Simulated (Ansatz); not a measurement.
**Question.** Predict a relaxed structure of BiH2Br, charge 0, singlet, at r2SCAN-D4/def2-TZVP (Ansatz).

**Answer.** 
```tsv
atom	x (Å)	y (Å)	z (Å)
Bi1	0.212	0.292	0.791
H2	-0.126	1.497	-0.497
H3	-1.432	-0.389	0.550
Br4	1.346	-1.401	-0.845
```
Point group Cs (tolerance 0.1 Å). This is one stationary point.

In the def2 sets Bi takes a core potential; there is no spin–orbit coupling.
